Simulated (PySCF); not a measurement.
**Computed properties of CNiO, SMILES [O+]#[C-]->[Ni], multiplicity 1**

CNiO, SMILES [O+]#[C-]->[Ni], multiplicity 1. Coordinates come from a PBE0-D3(BJ)/def2-TZVP optimisation. The multiplicity is an assumed one; other spin states were not compared. The values are those of a single conformer. All values are computed for the isolated molecule unless a solvent is named; none is compared with measurement here.

**Structure.** The optimised structure has C∞v symmetry. All 4 harmonic modes at PBE0-D3(BJ)/def2-TZVP (PySCF) are real, so it is a minimum. With heavy atoms numbered as in [Ni:1]<-[C-:3]#[O+:2], the shortest bond between them is O2–C3 at 1.146 Å and the longest Ni1–C3 at 1.667 Å.

**Vibrations.** The strongest infrared lines (harmonic, unscaled, degenerate partners summed) lie at 2120 cm⁻¹ (726 km/mol, C 62 %, O 38 %), 358 cm⁻¹ (19 km/mol, C 77 %, O 20 %), 601 cm⁻¹ (6 km/mol, O 44 %, Ni 32 %, C 24 %). The softest mode is at 358 cm⁻¹ and the zero-point energy is 4.9 kcal/mol.

**Electronic structure.** M06-2X/def2-TZVPD (PySCF) places the frontier levels at -7.17 and -1.20 eV, a gap of 5.97 eV, and gives a dipole moment of 3.14 D and a mean polarisability of 40.3 bohr³. PBE/def2-TZVPD (PySCF) at the same geometry gives -4.33 and -2.91 eV, so its gap is 4.55 eV narrower. An orbital gap is neither the optical nor the fundamental gap.

**Excitations.** TDDFT-CAM-B3LYP/def2-TZVPD (PySCF) has S1 at 1.55 eV (801 nm, f = 0.000, dark); the most intense of the 10 singlets computed lies at 2.07 eV (f = 0.02). Strengths of degenerate partners are summed. T1 (TDA) is at 1.20 eV. TDDFT-PBE/def2-TZVPD (PySCF) puts S1 at 1.51 eV.

**NMR.** GIAO shifts at PBE0/pcSseg-2 (PySCF) (non-relativistic, atoms alike by connectivity averaged): ¹³C at 210.3 ppm against TMS.
